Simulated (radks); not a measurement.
Initial-state core-level shifts of the thulium ion Tm3+ when its valence configuration changes from [Xe] 4f12. All-electron calculation, scalar-relativistic Kohn-Sham, r2SCAN, spin-polarised, spherical densities, finite nucleus; open shells are filled with parallel spins first (spin-orbit coupling, left out, can overturn this in heavy ions); meta-GGA in the generalised Kohn-Sham scheme; Fermi nuclear charge, rms radius 5.2256 fm. Program: a radial shooting solver on a logarithmic mesh with Libxc functionals. Shifts are changes of the shell-averaged eigenvalues in eV (positive: less bound); the change of the density at the nucleus, which sets a Mossbauer isomer shift, is in e/bohr^3, on a base of 1.002e+06.

| valence | 2s | 2p | 3d | 5p | density at nucleus |
|---|---|---|---|---|---|
| 4f11 5d1 | -8.635 | -8.541 | -9.530 | -3.480 | +43.1 |
| 4f11.5 5d0.5 | -4.222 | -4.177 | -4.651 | -1.749 | +20.9 |
| 4f11 6p1 | -13.452 | -13.363 | -14.275 | -7.712 | +54.4 |
| 4f11 6s1 | -12.145 | -12.055 | -12.972 | -6.474 | +137.5 |
| 4f9 5d1 6s2 | -36.235 | -35.907 | -39.211 | -16.847 | +367.0 |
| 4f11.5 6s0.5 | -5.932 | -5.889 | -6.327 | -3.236 | +65.1 |
| 4f10 5d2 | -18.005 | -17.799 | -19.943 | -6.865 | +91.7 |
| 4f10 5d1 6s1 | -21.765 | -21.562 | -23.637 | -10.012 | +195.3 |
| 4f10 5d1.5 6p0.5 | -20.540 | -20.335 | -22.448 | -9.076 | +97.3 |
